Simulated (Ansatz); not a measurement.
System: Hg2 (charge +2, singlet). 
Coordinates optimised at B3LYP-D3(BJ)/def2-TZVP (Ansatz, a first-principles code):
```
Hg
Hg 1 2.7178
```
Charge +2, spin multiplicity 1.

Total electronic energies in hartree. Cores are frozen in the correlated levels unless marked. No spin-orbit coupling. Frozen are the shells of the preceding noble gas and the d and f shells that filled before the atom's block. Past Kr the def2 sets carry scalar-relativistic core potentials. CBS(X,Y): correlation extrapolated as X^-3; Hartree-Fock from the larger set. [CCSD(T)-MP2]/basis is that difference in the basis named.

```csv
level,program,energy (Eh)
PBE0-D3(BJ)/def2-TZVP,Ansatz + dftd3,-306.18123
PBE0-D4/def2-TZVP,Ansatz + dftd4,-306.18077
PBE0/def2-TZVP,Ansatz,-306.17972
HSE06/def2-TZVPD,Ansatz,-306.17922
MP2/def2-TZVPP,Ansatz,-305.11882
"CCSD/CBS(def2-TZVPPD,def2-QZVPPD)",Ansatz,-305.1208
CCSD(T)/def2-TZVPP,Ansatz,-305.08566
"RI-MP2/CBS(def2-TZVPP,def2-QZVPP)+[CCSD(T)-MP2]/def2-TZVPP",Ansatz,-305.1610
"CCSD(T)/CBS(def2-TZVPPD,def2-QZVPPD)",Ansatz,-305.1564
```

Totals of different functionals don't rank their quality; only differences between species are comparable.
